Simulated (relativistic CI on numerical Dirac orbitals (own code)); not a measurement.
**Te48+: what numerical and physical settings do to a radial Dirac CI calculation**

Reference input:

```
atom Te  Z=52  charge=48  electrons=4
nucleus A=130  rms_radius_fm=4.7423
hamiltonian dirac-coulomb  breit=on  qed=on  c_scale=1
orbitals kli  potential=per-configuration
slater_scale 1
correlation none
mixing on
grid step=0.0125 r_max=2.7
scf mixing=0.4 start=green max_iterations=150 tolerance=2e-08 node_fill=0.05
configurations
  [He] 2s2
  [He] 2s 2p
end
```

Computed lowest total energy -3426.24549 Ha, first excitation 721389.1 cm⁻¹, 14 SCF steps. Runs with settings changed; * marks those that are bad on purpose:

| Changed | Outcome | Lowest level | ΔE (Ha) | First excitation (cm⁻¹) | SCF steps | Message |
| --- | --- | --- | --- | --- | --- | --- |
| Slater scale 1.2 | converged | 2s2 1S_0 | 0 | 688002.1 | 14 |  |
| Slater scale 0.6 | converged | 2s2 1S_0 | 0 | 788163.2 | 14 |  |
| charge 47 * | refused |  |  |  | 0 | configuration [He] 2s2 has 4 electrons, the ion has 5 |
| node fill of the KLI weights 50 * | converged | 2s2 1S_0 | 0.0595 | 710019.0 | 17 |  |
